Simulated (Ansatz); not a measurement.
Isolated molecules relaxed with PBE0-D4/def2-TZVP in Ansatz; ΔE leaves out vibrations. CCSD(T)/CBS is the MP2 limit (def2-TZVPP, def2-QZVPP) plus CCSD(T) − MP2 in def2-TZVPP, frozen cores. This one scheme is used for every species. DFT in def2-TZVPP. B3LYP here is the variant with VWN-RPA as its local correlation; programs differ in this. For Se outer-core shells are correlated without core-valence functions, which leaves a few kJ/mol of doubt a bond. Scalar relativity is left out up to krypton. One conformer a species, not always the lowest.

Consider the formal hydrolysis of the Al–F bond: `[F][Al]([F])[SeH]` + H₂O → `[OH][Al]([F])[SeH]` + H–F.

Question: Is it downhill or uphill in electronic energy at CCSD(T)/CBS, and by how much? (Best estimate.)

Answer: Ansatz gave: Uphill: ΔE = +46.9 kJ/mol.

Question: What do these levels give: revPBE-D4, r2SCAN-D4, B97M-V, r2SCANh-D4, ωB97M-V, B2PLYP, revPBE, r2SCAN, B3LYP, MP2/def2-TZVPP, CCSD/def2-TZVPP, CCSD(T)/def2-TZVPP? (An estimate is asked.)

Answer: The calculation gave: revPBE-D4 45.1, r2SCAN-D4 46.8, B97M-V 50.9, r2SCANh-D4 46.3, ωB97M-V 46.5, B2PLYP 47.5, revPBE 48.2, r2SCAN 47.2, B3LYP 49.2, MP2/def2-TZVPP 43.6, CCSD/def2-TZVPP 45.8, CCSD(T)/def2-TZVPP 44.9 kJ/mol.

Largest T1 diagnostic among the species: 0.011.

In def2-TZVPP, CCSD(T) changes the Hartree–Fock value by −4.9 kJ/mol (the triples alone add −0.9 kJ/mol) and MP2 by −6.2 kJ/mol. Leaving LDA and LC-ωPBE aside and taking each functional with its dispersion term where it has one, the values, not all of them listed here, spread over 6.5 kJ/mol, from HSE06-D4 to B97M-V. LDA lies −5.3 kJ/mol from PBE without D4.
